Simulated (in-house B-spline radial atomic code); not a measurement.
**Ru⁺: [Kr] 4d7**

Level of theory: Dirac-Kohn-Sham LC-wPBE, spherical fractional occupations, Fermi nucleus of rms radius 4.4809 fm; calculated with a radial B-spline atomic code at the basis-set limit.

Effective charges: Z_r = [3n² - l(l+1)]/(2<r>) from the radius, Z_e = n√(-2ε) from the energy, and Slater's rules. Values are occupation-weighted means over j. An effective charge above Z reflects the relativistic contraction of the inner shells.

```
shell  electrons   ε (eV)  <r> (bohr)    Z_r    Z_e  Slater
   1s          2   -21939     0.03343  44.87  40.16   43.70
   2s          2  -3165.1      0.1453  41.29  30.50   39.85
   2p          6  -2837.9      0.1268  39.43  28.88   39.85
   3s          2  -568.77      0.4023  33.56  19.40   32.75
   3p          6  -460.86      0.4027  31.04  17.46   32.75
   3d         10  -286.16      0.3842  27.33  13.76   22.85
   4s          2  -90.015       1.023  23.47  10.29   16.25
   4p          6  -59.771       1.133  20.31   8.38   16.25
   4d          7  -14.308       1.639  12.81   4.10    5.90
```

The least bound orbital is 4d5/2 at -14.18 eV, and it is also the most diffuse (<r> = 1.648 bohr).

Spin-orbit splittings of the orbital energies (j = l + 1/2 above j = l - 1/2 when positive): 2p 130.9 eV, 3p 22.2 eV, 3d 4.325 eV, 4p 3.383 eV, 4d 0.3303 eV.

For the 1s electron the small component carries 2.58 % of the norm, the zero-frequency Breit interaction raises the level by 44.94 eV, self-energy by 24.81 eV, and vacuum polarisation lowers it by 2.964 eV.

Caution: exact exchange at fractional occupations of open shells leaves self-interaction of up to several eV.
